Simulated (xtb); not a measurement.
C$_{6}$H$_{10}$O$_{3}$ (SMILES C=C(C)C(=O)OCOC), singlet, geometry from GFN2-xTB. Base run: GFN0-xTB in xtb.

Geometry (Å):
```xyz
19

C     -2.1948    -1.4526     0.3150
C     -2.0805    -0.1362     0.1721
C     -3.2355     0.8140     0.1630
C     -0.7539     0.5098     0.0053
O     -0.5846     1.6976    -0.1287
O      0.2646    -0.3692     0.0175
C      1.5468     0.1829    -0.1363
O      2.4388    -0.8787    -0.0958
C      3.7768    -0.4667    -0.2396
H     -3.1575    -1.9208     0.4360
H     -1.3314    -2.0937     0.3148
H     -3.1197     1.5436     0.9625
H     -4.1749     0.2841     0.2885
H     -3.2518     1.3664    -0.7749
H      1.7405     0.9088     0.6773
H      1.6055     0.7277    -1.0986
H      4.3779    -1.3714    -0.1930
H      4.0710     0.2149     0.5673
H      3.9365     0.0345    -1.2016
```
Charge 0, spin multiplicity 1.
All else is at xtb's defaults.
Base energy -28.02308 Eh.

Each row names what was changed in the base input (with any setting that the change needs).

| change | ΔE vs base (mEh) | HOMO-LUMO gap (eV) |
|---|---|---|
| base | 0.000 | 3.05 |
| etemp = 3000 | -0.133 | 3.05 |
| acc = 30 | 0.000 | 3.05 |
